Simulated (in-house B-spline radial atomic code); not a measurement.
**How G0W0 and RPA depend on the start: Ar⁸⁺**

Configuration [He] 2s2 2p6. Computed with an all-electron radial atomic-structure program (B-spline basis): all electrons, non-relativistic, point nucleus, each spin shell either full or empty, empty states to l = 9 with an (l + 1/2)⁻⁴ tail; G0W0 by contour deformation at full frequency.

| start | mean-field 2p (eV) | G0W0 (eV) | QP weight | RPA correlation (Eh) |
| --- | --- | --- | --- | --- |
| Hartree-Fock | -424.53 | -423.15 | 0.989 | -0.57825 |
| LDA VWN5 | -394.74 | -422.97 | 0.984 | -0.62036 |
| PBE | -394.96 | -422.72 | 0.984 | -0.61983 |
| PBE0 | -402.73 | -422.85 | 0.985 | -0.60864 |
| r2SCAN | -398.06 | -422.64 | 0.985 | -0.61167 |
| HSE06 | -402.21 | -422.86 | 0.985 | -0.60917 |
| B3LYP (VWN-RPA) | -401.45 | -422.81 | 0.985 | -0.61116 |
| SCAN | -398.26 | -422.56 | 0.985 | -0.61128 |
| TPSS | -395.67 | -422.69 | 0.984 | -0.6168 |
| BHandHLYP | -410.51 | -422.95 | 0.987 | -0.59829 |
| CAM-B3LYP | -403.35 | ? | ? | ? |
| LC-wPBE | -400.94 | -422.95 | 0.985 | -0.61197 |
| wB97X | -403.57 | -422.68 | 0.986 | -0.60724 |
| PBEsol | -394.59 | ? | ? | ? |
| BLYP | -395.07 | -422.67 | 0.983 | -0.62016 |
| r2SCAN0 | -404.97 | -422.78 | 0.986 | -0.60303 |
| LDA exchange-only | -392.20 | -423.08 | 0.983 | -0.62045 |

Problem. What G0W0 level, weight and RPA correlation energy follow from the CAM-B3LYP start?

Solution. G0W0 level -422.86 eV, weight 0.985, RPA correlation -0.60871 hartree.

Problem. What G0W0 level, weight and RPA correlation energy follow from the PBEsol start?

Solution. G0W0 level -422.83 eV, weight 0.984, RPA correlation -0.61985 hartree.

Problem. How much of the dependence on the start does G0W0 remove?

Solution. The mean-field levels span 32.3 eV and the G0W0 levels 0.582 eV. Against 422.6 ± 0.06 eV (NIST, semi-empirical) the G0W0 removal energies are off by -0.04 to +0.55 eV, with relativity, Breit and QED terms left out.
